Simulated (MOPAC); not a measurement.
Job for MOPAC: PM3 on C2H2F2O (a complex).

```
PM3 1SCF PRECISE CHARGE=0 THREADS=1
C2H2F2O

C     -0.17680255 1    -0.23297362 1     0.83872773 1
O      0.38232172 1     0.22978168 1    -0.01998631 1
F      1.38340158 1    -0.13233627 1     3.71442610 1
C      0.15468555 1     0.26763890 1     4.14804426 1
F     -0.10896483 1     1.49444345 1     3.61587292 1
H      0.18090215 1     0.35755680 1     5.23510261 1
H     -0.59112873 1    -0.43864932 1     3.78325655 1
```

The log:

```
*******************************************************************************
 **                                                                           **
 **                              MOPAC v23.2.5                                **
 **                                                                           **
 *******************************************************************************
 ** MOPAC's Digital Object Identifier: https://doi.org/10.5281/zenodo.6511958 **
 **                                                                           **
 ** Please cite the open-source release paper for use of this MOPAC version:  **
 ** J. E. Moussa and J. J. P. Stewart (2026)                                  **
 ** MOPAC: An open-source semiempirical molecular orbital program             **
 ** J. Open Source Softw., 11(119), 8025, https://doi.org/10.21105/joss.08025 **
 *******************************************************************************

                              PM3 CALCULATION RESULTS

 *******************************************************************************
 *  PM3        - The PM3 Hamiltonian to be used
 *
 *
 *
 *                 CHARGE ON SYSTEM = 0
 *
 *
 *
 *  PRECISE    - TIGHTER CRITERIA TO BE USED
 *  1SCF       - DO 1 SCF AND THEN STOP
 *  THREADS=1  - MULTI-THREADING NOT USED
 *  T=         - A TIME OF 172800.0 SECONDS REQUESTED
 *  DUMP=N     - RESTART FILE WRITTEN EVERY 7200.0 SECONDS REQUESTED
 *******************************************************************************
PM3 1SCF PRECISE CHARGE=0 THREADS=1
 C2H2F2O

   ATOM   CHEMICAL          X               Y               Z
  NUMBER   SYMBOL      (ANGSTROMS)     (ANGSTROMS)     (ANGSTROMS)

     1       C         -0.17680255  *  -0.23297362  *   0.83872773  *
     2       O          0.38232172  *   0.22978168  *  -0.01998631  *
     3       F          1.38340158  *  -0.13233627  *   3.71442610  *
     4       C          0.15468555  *   0.26763890  *   4.14804426  *
     5       F         -0.10896483  *   1.49444345  *   3.61587292  *
     6       H          0.18090215  *   0.35755680  *   5.23510261  *
     7       H         -0.59112873  *  -0.43864932  *   3.78325655  *



          CARTESIAN COORDINATES

    NO.       ATOM           X           Y           Z

     1         C         -0.1768     -0.2330      0.8387
     2         O          0.3823      0.2298     -0.0200
     3         F          1.3834     -0.1323      3.7144
     4         C          0.1547      0.2676      4.1480
     5         F         -0.1090      1.4944      3.6159
     6         H          0.1809      0.3576      5.2351
     7         H         -0.5911     -0.4386      3.7833

  H: (PM3): J. J. P. STEWART, J. COMP. CHEM. 10, 209 (1989).
  C: (PM3): J. J. P. STEWART, J. COMP. CHEM. 10, 209 (1989).
  O: (PM3): J. J. P. STEWART, J. COMP. CHEM. 10, 209 (1989).
  F: (PM3): J. J. P. STEWART, J. COMP. CHEM. 10, 209 (1989).

           Empirical Formula: C2 H2 O F2  =     7 atoms



      MOLECULAR POINT GROUP   :   Cs


      RHF CALCULATION, NO. OF DOUBLY OCCUPIED LEVELS = 15


 -------------------------------------------------------------------------------
 PM3 1SCF PRECISE CHARGE=0 THREADS=1
 C2H2F2O



     1SCF WAS SPECIFIED, SO BFGS WAS NOT USED
     SCF FIELD WAS ACHIEVED


                              PM3 CALCULATION
                                                       MOPAC v23.2.5 Linux




          FINAL HEAT OF FORMATION =       -122.44084 KCAL/MOL =    -512.29247 KJ/MOL


          COSMO AREA              =        112.99 SQUARE ANGSTROMS
          COSMO VOLUME            =         94.66 CUBIC ANGSTROMS

          IONIZATION POTENTIAL    =         12.757610 EV
          HOMO LUMO ENERGIES (EV) =        -12.758  1.061
          NO. OF FILLED LEVELS    =         15
          MOLECULAR WEIGHT        =         80.0340         POINT GROUP:  Cs

          MOLECULAR DIMENSIONS (Angstroms)

            Atom       Atom       Distance
            H     6    O     2     5.26050
            F     3    F     5     2.20981
            H     7    F     3     1.66058


          SCF CALCULATIONS        =          1





   ATOM   CHEMICAL          X               Y               Z
  NUMBER   SYMBOL      (ANGSTROMS)     (ANGSTROMS)     (ANGSTROMS)

     1       C         -0.17680255  *  -0.23297362  *   0.83872773  *
     2       O          0.38232172  *   0.22978168  *  -0.01998631  *
     3       F          1.38340158  *  -0.13233627  *   3.71442610  *
     4       C          0.15468555  *   0.26763890  *   4.14804426  *
     5       F         -0.10896483  *   1.49444345  *   3.61587292  *
     6       H          0.18090215  *   0.35755680  *   5.23510261  *
     7       H         -0.59112873  *  -0.43864932  *   3.78325655  *

                             CARTESIAN COORDINATES

   1    C       -0.176802550    -0.232973620     0.838727730
   2    O        0.382321720     0.229781680    -0.019986310
   3    F        1.383401580    -0.132336270     3.714426100
   4    C        0.154685550     0.267638900     4.148044260
   5    F       -0.108964830     1.494443450     3.615872920
   6    H        0.180902150     0.357556800     5.235102610
   7    H       -0.591128730    -0.438649320     3.783256550


           Empirical Formula: C2 H2 O F2  =     7 atoms



      MOLECULAR POINT GROUP   :   Cs


                  EIGENVALUES
 -40.28758 -32.65951 -23.29373 -20.70705 -20.16380 -19.45365 -18.73691 -18.16084
 -16.50119 -16.27108 -16.26988 -15.84117 -15.03098 -13.13109 -12.75761   1.06098
   1.06487   1.97881   3.15188   3.24031   3.45985   6.12745


              NET ATOMIC CHARGES AND DIPOLE CONTRIBUTIONS

  ATOM NO.   TYPE          CHARGE      No. of ELECS.   s-Pop       p-Pop
    1          C           0.141525        3.8585     1.83446     2.02401
    2          O          -0.140878        6.1409     1.81376     4.32712
    3          F          -0.151828        7.1518     1.78391     5.36791
    4          C           0.193771        3.8062     1.14158     2.66465
    5          F          -0.151840        7.1518     1.78392     5.36792
    6          H           0.048646        0.9514     0.95135
    7          H           0.060604        0.9394     0.93940
 DIPOLE           X         Y         Z       TOTAL
 POINT-CHG.    -1.294    -1.102     1.423     2.217
 HYBRID         0.370     0.302    -0.637     0.796
 SUM           -0.925    -0.800     0.786     1.454


          ATOMIC ORBITAL ELECTRON POPULATIONS

     Atom    s        px        py        pz
    1  C   1.83446   0.64035   0.60943   0.77422
    2  O   1.81376   1.44607   1.44973   1.43131
    3  F   1.78391   1.51437   1.92435   1.92920
    4  C   1.14158   0.85835   0.84813   0.95817
    5  F   1.78392   1.95362   1.51409   1.90021
    6  H   0.95135
    7  H   0.93940

 **********************
 *                    *
 * JOB ENDED NORMALLY *
 *                    *
 **********************




 == MOPAC DONE ==
```

The run finished.

Cost: roughly 0.03 core-seconds.
